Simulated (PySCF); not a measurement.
## Two-component Hartree-Fock for Bi⁷⁸⁺ (bismuth, charge +78)

Start: [He] 2s2 2p1; 2p1/2 filled at m_j = +1/2. Calculated with PySCF 2.14 in an even-tempered Gaussian basis (16 s from 71 bohr⁻², ratio 2.4; 13 p from 92 bohr⁻², ratio 2.4; 5 d from 290 bohr⁻², ratio 2.6; 4 f from 440 bohr⁻², ratio 2.6): generalised Hartree-Fock with the X2C-1e Hamiltonian and a Gaussian nucleus; one run each with spin-orbit coupling (SO) switched off, then screened by Boettger's factors.

| spinor shell | electrons | ε, spin-free (eV) | ε, screened SO (eV) | weight of nominal j (screened SO) | rms radius, screened SO (bohr) |
| --- | --- | --- | --- | --- | --- |
| 1s1/2 | 2 | -100895.7 | -100836.8 | 1.000 | 0.0177 |
| 2s1/2 | 2 | -24935.0 | -24916.8 | 1.000 | 0.0692 |
| 2p1/2 | 1 | -22846.8 | -24673.0 | 1.000 | 0.0579 |

```json
{"quantity": "E (hartree)", "spin-free": "-10315.63152", "screened SO": "-10382.73361"}
{"quantity": "M_J", "spin-free": "1/2", "screened SO": "1/2"}
{"quantity": "⟨J²⟩", "spin-free": "0.750", "screened SO": "0.750"}
{"quantity": "⟨L²⟩", "spin-free": "2.000", "screened SO": "2.000"}
{"quantity": "⟨S²⟩", "spin-free": "0.750", "screened SO": "0.750"}
```

Each row is a mean over spinors that exchange with the open shell spreads, by up to 23.916 eV (2s1/2).

Breit and QED terms are absent; they matter most for the inner s and p1/2 levels.

Densities and radii are taken from the X2C orbitals without a picture-change correction, which distorts them close to the nucleus.

Without spin-orbit coupling the j labels of p, d and f shells carry no meaning; the spin-free column gives the mean over the occupied spinors of each nl shell.
